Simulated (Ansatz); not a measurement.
C₆H₁₁FO (SMILES C/C(=C/F)[C@H](C)CO), singlet, at a GFN2-xTB geometry; Ansatz (a first-principles code) with BLYP/STO-3G.

Here is a job for Ansatz.
Ansatz 0.2 input:
```yaml
crystal:
  periodic: [false, false, false]
  atoms:
    - {symbol: C, position_ang: [-1.02746062, -0.80371299, 1.46434475]}
    - {symbol: C, position_ang: [-0.74373712, 0.01639828, 0.24598010]}
    - {symbol: C, position_ang: [-1.59129193, 0.96172099, -0.12646761]}
    - {symbol: F, position_ang: [-1.39032724, 1.73608407, -1.21477901]}
    - {symbol: C, position_ang: [0.50691632, -0.26617688, -0.55163873]}
    - {symbol: C, position_ang: [0.29148892, -1.46810219, -1.47513336]}
    - {symbol: C, position_ang: [1.72269856, -0.50369535, 0.34936205]}
    - {symbol: O, position_ang: [1.87692767, 0.59894538, 1.21676545]}
    - {symbol: H, position_ang: [-0.31158495, -0.55609502, 2.24595766]}
    - {symbol: H, position_ang: [-2.02844664, -0.60539193, 1.83745066]}
    - {symbol: H, position_ang: [-0.93890429, -1.86522400, 1.24134097]}
    - {symbol: H, position_ang: [-2.51225241, 1.21774506, 0.37554419]}
    - {symbol: H, position_ang: [0.71807672, 0.61463748, -1.16472565]}
    - {symbol: H, position_ang: [0.08772913, -2.36793132, -0.89880917]}
    - {symbol: H, position_ang: [1.17705170, -1.64170097, -2.08194115]}
    - {symbol: H, position_ang: [-0.55036131, -1.28161703, -2.13651593]}
    - {symbol: H, position_ang: [2.61104151, -0.62183918, -0.28761194]}
    - {symbol: H, position_ang: [1.59273281, -1.43193555, 0.92489524]}
    - {symbol: H, position_ang: [2.70075702, 0.50444144, 1.70461943]}
basis:
  gaussian:
    orbitals: STO-3G
hamiltonian:
  xc: blyp
```

### Question
What does Ansatz print? Leave out banner, timings and long lists.

### Answer

```
Functional definition: BLYP
735 factors; integrals over basis functions are off by at most 3.7e-5 eV
mean field evaluation 1: about -11012.1194 eV, gradient 1.7e1 eV
mean field evaluation 2: about -11010.4781 eV, gradient 2.9e1 eV
mean field evaluation 4: about -11012.9400 eV, gradient 1.6e0 eV
mean field evaluation 8: about -11012.7264 eV, gradient 7.8e-2 eV
mean field evaluation 16: about -11012.7264 eV, gradient 2.5e-5 eV
mean field -11012.72638417 eV, -404.7102299240 hartree, gradient 2.5e-5 eV, S^2 0.000000; 0 other end points of the search recorded, 0 dependent functions left out
reference -11012.72669380 eV, -404.7102413027 hartree; 32, 32 occupied and 19, 19 virtual orbitals, 735 factors
Total energy: -11012.72669380 eV, -404.7102413027 hartree
```
